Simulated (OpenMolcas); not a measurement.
## 2s2 2p along the 5-electron sequence

```
Program             : OpenMolcas
Method              : CASSCF
Basis               : ANO-R3
Scalar Hamiltonian  : X2C, finite nucleus
Spin-orbit coupling : RASSI with atomic mean-field integrals over the reference wave functions, term energies averaged over their components
```

Active space for each ion: 1 electron in 3 orbitals (2p).

Computed levels in cm-1 above 2P* 1/2:

```csv
Level,N2+,O3+,F4+,Ne5+
2P* 3/2,173,383,740,1301
weight of 2P* in the lowest level (%),100,100,100,100
```

Measured, with the error of the calculation in %. Measured levels: N2+ from Moore, Selected Tables of Atomic Spectra, NSRDS-NBS 3, section 5; O3+ from Moore, Selected Tables of Atomic Spectra, NSRDS-NBS 3, section 10; F4+ from Moore, Atomic Energy Levels, vol. I, NSRDS-NBS 35 (1971 reprint of NBS Circular 467, 1949); Ne5+ from NIST levels in Podobedova, Fuhr, Reader and Wiese, J. Phys. Chem. Ref. Data 33, 525 (2004).

```
  Level         N2+         O3+         F4+         Ne5+
2P* 3/2  174 (-1.0)  386 (-0.7)  746 (-0.8)  1310 (-0.7)
```

The fine-structure level 2P* 3/2 changes by a factor of 7.52 from N2+ to Ne5+. Its fourth root runs 3.63, 4.42, 5.22, 6.01, with steps per unit of Z of 0.80, 0.79, 0.79; equal steps would mean a (Z - σ)^4 law with constant σ.

With one active electron the reference holds no correlation, so core polarisation is missing. Computed and measured levels are paired by configuration, term and J; levels that our copy of the source lacks, or whose pairing is in doubt (as where it misses far off the trend of its configuration), stay unpaired and out of the deviations. Levels of configurations outside the active space are missing.

* marks odd parity.
